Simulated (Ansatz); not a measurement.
`N#CC[BH][GaH2]` + HCl → `Cl[BH][GaH2]` + `CC#N` at 700 K and 1 bar (ligand exchange at a B–C bond).

Isolated molecules relaxed with PBE0-D4/def2-TZVP in Ansatz; ΔE leaves out vibrations. CCSD(T)/CBS is the MP2 limit (def2-TZVPP, def2-QZVPP) plus CCSD(T) − MP2 in def2-TZVPP, frozen cores. This one scheme is used for every species. For Ga outer-core shells are correlated without core-valence functions, which leaves a few kJ/mol of doubt a bond. Scalar relativity is left out up to krypton. One conformer a species, not always the lowest.

| species | CCSD(T)/CBS energy (Eh) | H − E (kJ/mol) | S (J/(mol·K)) |
| --- | --- | --- | --- |
| `N#CC[BH][GaH2]` | -2082.48904 | 238.8 | 479.1 |
| HCl | -460.38127 | 38.4 | 211.8 |
| `Cl[BH][GaH2]` | -2410.30850 | 122.6 | 390.9 |
| `CC#N` | -132.59492 | 158.4 | 298.4 |

H − E and S are ideal-gas, rigid-rotor, harmonic terms from PBE0-D4/def2-TZVP, for one conformer and one mirror image of each species. 1 Eh = 2625.50 kJ/mol, R = 8.31446 J/(mol·K).

Q: By hand: ΔE, ΔH, ΔS and ΔG.

A: ΔE = (-2410.30850) + (-132.59492) − (-2082.48904) − (-460.38127) = -0.03311 Eh = -86.9 kJ/mol. Δ(H − E) = 122.6 + 158.4 − 238.8 − 38.4 = 3.8, so ΔH = -83.1 kJ/mol. ΔS = 390.9 + 298.4 − 479.1 − 211.8 = -1.6 J/(mol·K). ΔG = -83.1 − 700 × (-1.6)/1000 = -82.0 kJ/mol.

Q: By hand: the equilibrium constant, and the temperature at which ΔG would vanish if ΔH and ΔS stayed fixed.

A: log₁₀ K = −ΔG/(RT ln 10) = 6.1. ΔG = 0 at ΔH/ΔS = 51938 K, far beyond where these terms or the molecules hold.

The number of gas molecules stays the same, so ΔS is small and ΔH decides. A doubt of 5 kJ/mol in ΔE shifts log₁₀ K by 0.4 here. Other conformers and mirror images would add mixing entropy, several J/(mol·K) or more a flexible species. Modes under 60 cm⁻¹, often nearly free rotors, make the harmonic entropy too high. These are equilibria of isolated gas molecules and say nothing of rates. Largest T1 diagnostic: 0.014 (customary marks: 0.02 for closed shells, 0.045 for open ones).
